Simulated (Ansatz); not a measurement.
Ag₂Cl₂⁻, relaxed as a doublet with UKS r2SCAN-D4/def2-SVPD in Ansatz, starting from the GFN1-xTB geometry. Force threshold 0.02 eV/Å.

In the def2 sets Ag takes a core potential; there is no spin–orbit coupling. The relaxation made no stability test and no search for a lower SCF solution. No other spin state of charge -1 was run. Another isomer (doublet) lies 0.06 eV lower at r2SCAN-D4/def2-TZVPD; other spin states weren't run for this one.

Start:

```xyz
4

Ag   -0.337    0.795   -0.998
Ag    0.327   -0.805    0.996
Cl    0.937   -2.255    2.846
Cl   -0.927    2.265   -2.844
```

(1) Estimate the energy that the relaxation releases and the steps that it takes.

(2) Does the start keep its bonding and symmetry?

(3) Predict the relaxed structure.

## Answers

(1) 0.3 kcal/mol, in 3 steps; 11 s on 4 threads of Arm Neoverse V1 on a shared host. No frequencies were taken in this run, so the end may be a saddle point.

(2) By distances, no bond broke or formed. The bond that changes most is Ag1–Cl4, from 2.43 to 2.39 Å (atoms count from 1). Point group D∞h at the start, D∞h at the end, both within 0.05 Å.

(3) 
Cartesian coordinates in Å:
```
Ag -0.335 0.802 -1.016
Ag 0.329 -0.808 1.014
Cl 0.931 -2.246 2.829
Cl -0.925 2.252 -2.827
```
Bond lengths (bridged metal pairs left out): 2 × Ag–Cl 2.39 Å; 1 × Ag–Ag 2.67 Å.
